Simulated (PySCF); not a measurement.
Molecule: SMILES [SiH3][O][AlH][O][SiH3]. Atoms near the plane z = 0.0 Å, at the CAM-B3LYP/def2-SVP optimised geometry (x, y, z in Å): Si9 (-0.5, -0.4, 0.0), H10 (-1.0, 1.0, 0.0), H12 (1.0, -0.4, 0.0).

Calculation: CAM-B3LYP/def2-TZVP (PySCF). Cells within 0.4 Å of a nucleus heavier than hydrogen are left out (blank, or x). The values are rescaled to run from 0 to 1.

```
|000000000000000000000000000|
|000000000000000000000000000|
|000000000000000000000000000|
|000000013443100000000000000|
|000001479998620000000000000|
|000015999999971000000000000|
|000049999999983000000000000|
|000179999999983000000000000|
|000289999999983000000000000|
|000279999999972111332000000|
|000158999999962247887400000|
|000026899999744689999830000|
|000002589821026999999960000|
|00000013302x507999999981000|
|0000000100xxx16999999992000|
|0000000100xxx16999999982000|
|000000011016307999999981000|
|000000012100017999999960000|
|000000011221114799999820000|
|000000000111101358887300000|
|000000000000000013442000000|
|000000000000000000000000000|
|000000000000000000000000000|
|000000000000000000000000000|
|000000000000000000000000000|
|000000000000000000000000000|
|000000000000000000000000000|
```
Scale: ten equal steps from 0.000 (start of '0') to 1.00 (end of '9'), in the order '0123456789'; x runs from -3.50 to 3.50, y from -3.50 (bottom) to 3.50 (top).

Question: Which quantity is mapped?
A. electron localisation function
B. Laplacian of the electron density
C. an orbital amplitude
D. log10 of the electron density

Answer: A, electron localisation function
